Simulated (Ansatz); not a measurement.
C2H7NOSi can be A, `NC1CO[SiH2]1`, or B, `NCC1O[SiH2]1`.

Gas-phase electronic energies from Ansatz, PBE0-D4/def2-TZVP geometries. CBS: MP2 limit from def2 TZ/QZ plus the TZ coupled-cluster correction, frozen cores. Functionals use def2-TZVPP. Each species was taken in one conformer, which may not be the lowest.

A:

```xyz
12

N     0.769   -1.084    1.138
C    -0.088   -0.045    0.631
C     0.478    1.091   -0.275
O    -0.456    1.078   -1.377
Si   -1.199   -0.327   -0.867
H     1.264   -1.564    0.397
H     1.457   -0.724    1.788
H    -0.650    0.388    1.463
H     0.488    2.084    0.184
H     1.487    0.849   -0.628
H    -2.679   -0.220   -0.762
H    -0.871   -1.525   -1.692
```

B:

Z-matrix (Å, degrees):
```
C
C 1 1.505
N 1 1.452 2 114.6
H 1 1.095 2 109.6 3 121.6
H 1 1.095 2 108.7 3 -122.3
Si 2 1.811 1 125.1 3 -132.8
O 2 1.481 1 113.0 3 -64.6
H 2 1.092 1 114.0 3 62.8
H 3 1.014 1 109.1 2 54.8
H 3 1.014 1 110.4 2 -62.0
H 6 1.480 2 121.6 1 -1.9
H 6 1.480 2 122.9 1 -162.7
```

Which is lower in electronic energy at CCSD(T)/CBS, and by how much? (Estimate.)

Ansatz gave: A, by 61.4 kJ/mol.

Give E(B) − E(A) in kJ/mol with LDA (SPW92), B2PLYP, HF/def2-TZVPP, ωB97M-V, r2SCAN-D4, CCSD(T)/def2-TZVPP, PBE-D4. (An estimate is asked.)

Ansatz gave: LDA (SPW92) 58.0, B2PLYP 59.4, HF/def2-TZVPP 77.3, ωB97M-V 64.5, r2SCAN-D4 54.9, CCSD(T)/def2-TZVPP 62.0, PBE-D4 53.6. None reverses the order clearly.

Does the order hold for the free energy at 298.15 K (harmonic terms from PBE0-D4)? (Best estimate.)

Computed: Yes: G(B) − G(A) = +59.5 kJ/mol, for one conformer each.

Largest T1 diagnostic: 0.013.

In def2-TZVPP, CCSD(T) changes the Hartree–Fock value by −15.4 kJ/mol (the triples alone add −3.4 kJ/mol) and MP2 by −15.9 kJ/mol. From r2SCAN to r2SCAN0 (25 % exact exchange), in def2-TZVPP and without D4, E(B) − E(A) moves by +8.5 kJ/mol.
